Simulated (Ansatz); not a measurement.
CH₄InNSe, SMILES `N=[C]([SeH])[InH2]` from Hartree–Fock to CCSD(T)

```csv
atom,x (Å),y (Å),z (Å)
N1,-0.678,1.465,-0.025
C2,-0.200,0.352,0.336
Se3,-0.192,-0.110,2.195
In4,0.650,-1.158,-1.014
H5,-0.625,1.592,-1.037
H6,-0.823,1.138,2.656
H7,0.581,-0.628,-2.656
H8,1.286,-2.650,-0.454
```

Charge 0, multiplicity 1. Correlated methods include outer-core shells of In, Se, which these sets cover unevenly. Scalar relativity is left out up to krypton. In: def2 effective core potential. Geometry: relaxed with PBE0-D4/def2-TZVP. It is one conformer, not always the lowest. Frozen core, restricted reference, Ansatz.

```
     basis      HF (Eh)  MP2 corr.  CCSD corr.       (T)  CCSD(T) total
  def2-SVP  -2683.25539   -0.62435    -0.65578  -0.02340    -2683.93457
def2-TZVPP  -2683.67242   -0.92982    -0.94548  -0.03927    -2684.65717
def2-QZVPP  -2683.72549   -1.44451           –         –              –
```
